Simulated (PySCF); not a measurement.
PySCF input file for Se(Cl)(OMe) (CH3ClOSe), SMILES Cl[Se]OC, PBE/pcSseg-1. Coordinates come from a PBE0-D3(BJ)/def2-SVP optimisation. One conformer was computed; it need not be the lowest.

```python
import numpy as np
from pyscf import gto, scf, dft
from pyscf.prop.nmr import rks as nmr

mol = gto.M(
    atom='''
    Se   -0.01182915   -0.29064174    0.69052192
    Cl   -1.25494180    1.25325630   -0.25258502
    O     1.38588014   -0.31854884   -0.40249663
    C     1.19374030   -0.93469007   -1.66146277
    H     0.48862084   -0.35470929   -2.27972050
    H     2.17725690   -0.94445157   -2.15290013
    H     0.82084095   -1.96784616   -1.56242972
    ''',
    basis='pcSseg-1',
    charge=0,
    spin=0,
    max_memory=1600,
    verbose=3,
)
mf = dft.RKS(mol, xc='pbe')
mf.grids.level = 3
mf.conv_tol = 1e-10
mf.max_cycle = 100
mf.kernel()
n = nmr.NMR(mf)
n.verbose = 2
n.max_cycle_cphf = 60
sigma = n.kernel()
print('atom   isotropic/ppm   span/ppm')
for i, s in enumerate(sigma):
    w = np.linalg.eigvalsh((s + s.T) / 2)
    print(f'{mol.atom_symbol(i):2s}{i + 1:3d} {w.mean():14.3f} {w[2] - w[0]:11.3f}')
```

It prints:

```
converged SCF energy = -2975.91401035315
atom   isotropic/ppm   span/ppm
Se  1       -828.123    1659.228
Cl  2        773.067    1067.853
O   3        199.781     445.226
C   4        111.983     109.657
H   5         27.132       9.526
H   6         26.813       9.922
H   7         27.645       8.432
```

The calculation finished and met its thresholds.
